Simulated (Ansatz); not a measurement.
System: sum formula AlO3H3 (charge 0, singlet). SMILES: [Al]([OH])([OH])[OH]
Geometry from a B3LYP-D3(BJ)/def2-TZVP (Ansatz, a first-principles code) optimisation:
```xyz
7

O     -1.1117     1.2600     0.2047
Al     0.0000     0.0000     0.0000
O      1.6347     0.3487    -0.2675
O     -0.5230    -1.6087     0.0629
H     -0.8620     2.1846     0.1770
H      2.2992    -0.3308    -0.3888
H     -1.4371    -1.8538     0.2117
```

Wanted: vertical ionisation energy (to the doublet state of charge +1; each state is the SCF solution reached for its spin; the molecule has degenerate orbitals, so one determinant may break the symmetry), in eV. Cores are frozen in the correlated levels unless marked. Open shells are spin-unrestricted. Spin-orbit coupling is left out. No relativistic terms. CBS(X,Y): correlation extrapolated as X^-3; Hartree-Fock from the larger set. The bracket is a focal-point correction in the basis named. The program attaches cautions to a run behind CCSD/aug-cc-pV(D+d)Z: other roots. The program attaches cautions to a run behind CCSD(T)/aug-cc-pV(D+d)Z: other roots.

```tsv
level	program	vertical ionisation energy (eV)	minus last row
HF/aug-cc-pV(T+d)Z	Ansatz	10.59	-1.69
CAM-B3LYP/def2-TZVPD	Ansatz	11.80	-0.48
B2PLYP/def2-TZVPD	Ansatz	11.89	-0.39
MP2/aug-cc-pV(T+d)Z	Ansatz	12.49	0.21
RI-MP2/CBS(aug-cc-pV(T+d)Z,aug-cc-pV(Q+d)Z)	Ansatz	12.61	0.33
SCS-MP2/aug-cc-pV(T+d)Z	Ansatz	12.37	0.09
CCSD/aug-cc-pV(D+d)Z	Ansatz	12.04	-0.24
CCSD(T)/aug-cc-pV(D+d)Z	Ansatz	12.00	-0.28
CCSD(T)/aug-cc-pV(T+d)Z	Ansatz	12.16	-0.12
RI-MP2/CBS(aug-cc-pV(T+d)Z,aug-cc-pV(Q+d)Z)+[CCSD(T)-MP2]/aug-cc-pV(T+d)Z	Ansatz	12.28	0.00
```
